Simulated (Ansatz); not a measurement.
Species: RbCl, charge 1, doublet. RbCl+ (parent SMILES [Cl][Rb], doublet).
B3LYP-D3(BJ)/def2-TZVP minimum from Ansatz (an electronic-structure program):
```xyz
2

Rb     0.0000     0.0000    -1.2282
Cl     0.0000     0.0000     2.6732
```
Charge +1, spin multiplicity 2.

Total energies in def2-QZVPP, 7 correlated electrons, 9 frozen orbitals. UHF or UKS for unpaired electrons; spin-orbit terms are left out. Cores are frozen in correlated methods (noble-gas shells, and filled d and f shells in the p block). Past Kr the def2 sets carry scalar-relativistic core potentials. The spin of ClRb+ (parent SMILES [Cl][Rb], doublet) was assumed, and the state is the lowest solution found for it.

```csv
method,program,energy (Eh),minus CCSDT(Q) (mEh)
HF,Ansatz,-483.15645,206.68
MP2,Ansatz,-483.33242,30.72
CCSD,Ansatz,-483.35482,8.31
CCSD(T),Ansatz,-483.36216,0.98
CCSDT(Q),Ansatz,-483.36313,0.00
```

Rough core times of Ansatz's runs on a shared machine: CCSD(T) 90 s, CCSDT(Q) 20 min.
